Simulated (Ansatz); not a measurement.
Input and output for `[OH][AlH]/[CH]=C/F`.

```yaml
crystal:
  periodic: [false, false, false]
  atoms:
    - {symbol: O, position_ang: [-0.560690, 1.920376, -0.059526]}
    - {symbol: Al, position_ang: [0.308463, 0.761649, -0.946900]}
    - {symbol: C, position_ang: [0.380334, -0.973178, -0.123787]}
    - {symbol: C, position_ang: [-0.224995, -1.152955, 1.041382]}
    - {symbol: F, position_ang: [-0.229922, -2.323123, 1.691709]}
    - {symbol: H, position_ang: [-0.681341, 2.824680, -0.342034]}
    - {symbol: H, position_ang: [0.982804, 1.132735, -2.329135]}
    - {symbol: H, position_ang: [0.889077, -1.837452, -0.546118]}
    - {symbol: H, position_ang: [-0.775130, -0.398933, 1.597311]}
basis:
  gaussian: {orbitals: def2-SVPD}
hamiltonian: {xc: {name: HF}}
correlation: {method: ccsd}
accuracy: high
```

```sh
$ ansatz run in.yaml --threads 2 --pin off --events-out ev --progress --plain --max-ram 4352MiB
```

Output, abridged:

```
Functional definition: HF
2850 factors; integrals over basis functions are off by at most 3.4e-9 eV
mean field evaluation 1: about -13439.6053 eV, gradient 4.6e1 eV
mean field evaluation 2: about -13439.6115 eV, gradient 4.6e1 eV
mean field evaluation 4: about -13444.0111 eV, gradient 3.9e0 eV
mean field evaluation 8: about -13444.0678 eV, gradient 1.0e-1 eV
mean field -13444.06788837 eV, -494.0603821811 hartree, gradient 4.8e-8 eV, S^2 0.000000; 0 other end points of the search recorded, 0 dependent functions left out
9 core orbitals not correlated: weight in the atoms' cores, before any rotation towards them, 1.000 or more for the frozen orbitals, at most 0.000 for the correlated occupied ones
reference -13444.06788837 eV, -494.0603821811 hartree; 14, 14 occupied and 119, 119 virtual orbitals, 2850 factors
second order -19.82599532 eV of doubles, -0.00000000 eV of singles
cycle   1  -20.04601745 eV  change   -2.2e-1 eV  update   1.1e-1
cycle   2  -20.56044995 eV  change   -5.1e-1 eV  update   3.5e-2
cycle   3  -20.70978852 eV  change   -1.5e-1 eV  update   1.9e-2
cycle   4  -20.70601168 eV  change    3.8e-3 eV  update   4.7e-3
cycle   5  -20.70251241 eV  change    3.5e-3 eV  update   2.0e-3
cycle   6  -20.70342561 eV  change   -9.1e-4 eV  update   6.5e-4
cycle   7  -20.70344403 eV  change   -1.8e-5 eV  update   2.3e-4
cycle   8  -20.70332492 eV  change    1.2e-4 eV  update   1.0e-4
cycle   9  -20.70332893 eV  change   -4.0e-6 eV  update   3.7e-5
cycle  10  -20.70335178 eV  change   -2.3e-5 eV  update   1.2e-5
cycle  11  -20.70333892 eV  change    1.3e-5 eV  update   5.3e-6
cycle  12  -20.70334200 eV  change   -3.1e-6 eV  update   1.9e-6
cycle  13  -20.70334249 eV  change   -4.9e-7 eV  update   6.7e-7
cycle  14  -20.70334278 eV  change   -2.9e-7 eV  update   3.3e-7
cycle  15  -20.70334314 eV  change   -3.5e-7 eV  update   1.3e-7
cycle  16  -20.70334319 eV  change   -5.4e-8 eV  update   6.2e-8
cycle  17  -20.70334319 eV  change    2.2e-9 eV  update   3.4e-8
cycle  18  -20.70334359 eV  change   -4.1e-7 eV  update   1.3e-7
cycle  19  -20.70334361 eV  change   -1.8e-8 eV  update   2.8e-8
cycle  20  -20.70334361 eV  change   9.5e-10 eV  update   9.6e-9
cycle  21  -20.70334361 eV  change   -3.6e-9 eV  update   3.7e-9
cycle  22  -20.70334361 eV  change   5.1e-10 eV  update   1.4e-9
Total energy: -13464.77123198 eV, -494.8212160257 hartree
```

Run time 39 s (2 threads of an Arm Neoverse V2 on a shared host); peak host memory 2 GiB.
